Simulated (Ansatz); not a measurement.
Ansatz (an electronic-structure program) input (B3LYP-D3(BJ)/def2-TZVP):

Ansatz 0.2 input:
```yaml
crystal:
  periodic: [false, false, false]
  atoms:
    - {symbol: C, position_ang: [2.53202095, -0.54435991, -0.32336759]}
    - {symbol: C, position_ang: [1.76943072, -0.38692015, 0.80322175]}
    - {symbol: C, position_ang: [0.42703071, -0.07116678, 0.86682863]}
    - {symbol: C, position_ang: [-0.48834652, 0.16423401, -0.28491657]}
    - {symbol: C, position_ang: [-1.16038901, 1.53517695, -0.14917704]}
    - {symbol: C, position_ang: [-1.55550182, -0.93779626, -0.33207519]}
    - {symbol: H, position_ang: [2.12926425, -0.43050890, -1.31305995]}
    - {symbol: H, position_ang: [3.57468743, -0.79275256, -0.25211475]}
    - {symbol: H, position_ang: [2.27165577, -0.52536580, 1.75440846]}
    - {symbol: H, position_ang: [-0.03251090, 0.00885970, 1.84222512]}
    - {symbol: H, position_ang: [0.07317472, 0.14288268, -1.22171383]}
    - {symbol: H, position_ang: [-1.83725261, 1.70843525, -0.98307170]}
    - {symbol: H, position_ang: [-1.73088896, 1.58856455, 0.77577170]}
    - {symbol: H, position_ang: [-0.41225040, 2.32466222, -0.13926369]}
    - {symbol: H, position_ang: [-2.22896692, -0.77519327, -1.17077618]}
    - {symbol: H, position_ang: [-1.08741094, -1.91298146, -0.44492841]}
    - {symbol: H, position_ang: [-2.13939744, -0.93894335, 0.58591010]}
basis:
  gaussian:
    orbitals: def2-TZVP
hamiltonian:
  xc: b3lyp
  dispersion: d3bj
magnetization: {spin_polarized: true, initial_magnetization: 1}
relax: {f_tol: 0.002, max_steps: 150}
```

End of the output:

```
reference -6402.81651487 eV, -235.2991669366 hartree; 24, 23 occupied and 228, 229 virtual orbitals, 1564 factors
relax step   6: F+E_penalty+E_count = -6403.43463146 eV  Δ(F+E_penalty+E_count) = -3.450e-6 eV  max|allowed force component| = 1.200e-3 eV/Å  Δτ_max = 0.0023 Å  (38 SCF iters, accepted)
integrals: 0.19 GiB planned
1564 factors; their error is unknown
0.34 GiB of the device are held for the grids
1.52 GiB of device memory are held for the factors and their scratch space
mean field: 1.79 GiB planned
mean field evaluation 64: about -6377.9650 eV, gradient 6.9e1 eV
mean field -6402.81619655 eV, -235.2991552386 hartree, gradient 1.8e-5 eV, S^2 0.776075; 1 other end points of the search recorded, 0 dependent functions left out
the calculation of the forces begins
reference -6402.81651487 eV, -235.2991669366 hartree; 24, 23 occupied and 228, 229 virtual orbitals, 1564 factors
Total energy: -6403.43494978 eV, -235.3218940003 hartree
Atom 0 at     2.534614    -0.547114    -0.330517 Å, force    -0.000328    -0.000981    -0.000266 eV/Å
Atom 1 at     1.775776    -0.387706     0.810549 Å, force     0.000269     0.000954     0.000062 eV/Å
Atom 2 at     0.430041    -0.069453     0.883829 Å, force     0.000514    -0.001200     0.000448 eV/Å
Atom 3 at    -0.495169     0.164401    -0.267362 Å, force     0.000008     0.000184    -0.000125 eV/Å
Atom 4 at    -1.159901     1.543490    -0.154798 Å, force    -0.000247    -0.000143    -0.000675 eV/Å
Atom 5 at    -1.555629    -0.945564    -0.338346 Å, force     0.000030     0.000132    -0.000255 eV/Å
Atom 6 at     2.119081    -0.430609    -1.321801 Å, force    -0.000610     0.000331     0.000340 eV/Å
Atom 7 at     3.583796    -0.797299    -0.264811 Å, force    -0.000170    -0.000238     0.000035 eV/Å
Atom 8 at     2.286383    -0.527681     1.759199 Å, force    -0.000023     0.000535    -0.000041 eV/Å
Atom 9 at    -0.017870     0.010538     1.870116 Å, force     0.000268    -0.000113     0.000165 eV/Å
Atom 10 at     0.076230     0.141541    -1.198036 Å, force     0.000239     0.000297     0.000377 eV/Å
Atom 11 at    -1.835530     1.717538    -0.995143 Å, force    -0.000314     0.000237     0.000342 eV/Å
Atom 12 at    -1.744614     1.615814     0.765876 Å, force    -0.000263    -0.000024    -0.000371 eV/Å
Atom 13 at    -0.414740     2.340064    -0.143083 Å, force     0.000207    -0.000576     0.000009 eV/Å
Atom 14 at    -2.232641    -0.780230    -1.179611 Å, force     0.000111     0.000058     0.000002 eV/Å
Atom 15 at    -1.090981    -1.925079    -0.457780 Å, force     0.000521     0.000489    -0.000322 eV/Å
Atom 16 at    -2.154496    -0.965825     0.575621 Å, force    -0.000212     0.000058     0.000273 eV/Å
Dipole moment:    -0.078649     0.015789    -0.014256 e Å
```

It need not be the lowest isomer of its formula.
